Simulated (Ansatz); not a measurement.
Cd2TeF2. Charge 0, multiplicity 3. Geometry r2SCAN-D4/def2-SVP, that of the neutral singlet; atoms count from 1.

```xyz
5

Cd    0.099    1.387   -1.120
Cd   -0.249   -1.142    1.349
Te   -0.859    1.395    1.307
F     0.197   -3.029    1.387
F     0.813    1.390   -2.923
```

In the def2 sets Cd, Te take a core potential; there is no spin–orbit coupling. At PBE0-D4/def2-TZVP a singlet of charge 0 lies 3.30 eV below the triplet at the same geometry. The structure comes from a short search, and lower isomers may exist.

Question: Estimate the Mulliken populations from the PBE0/def2-TZVP orbitals of Ansatz.

Answer: 
```tsv
atom	charge (e)	spin (α − β)	d electrons
Cd1	0.53	0.36	10.00
Cd2	0.53	0.36	10.00
Te3	0.07	1.19	–
F4	-0.57	0.05	–
F5	-0.57	0.05	–
```
Mulliken values and Mayer orders depend strongly on the basis.

Question: Where does the spin sit?

Answer: Summed by element: Cd 0.72, Te 1.19, F 0.10, of 2 unpaired in all. Largest on single atoms: Te3 1.19, Cd2 0.36, Cd1 0.36.

Question: And the Mayer bond orders between bonded heavy atoms (over 0.3)?

Answer: Cd1–Te3 0.64 (2.61 Å); Cd1–F5 0.63 (1.94 Å); Cd2–Te3 0.64 (2.61 Å); Cd2–F4 0.63 (1.94 Å). Values over 0.3 also appear between atoms too far apart for a bond (Cd1–Cd2 0.37 at 3.55 Å); they arise where an orbital or an unpaired electron spreads over both atoms.
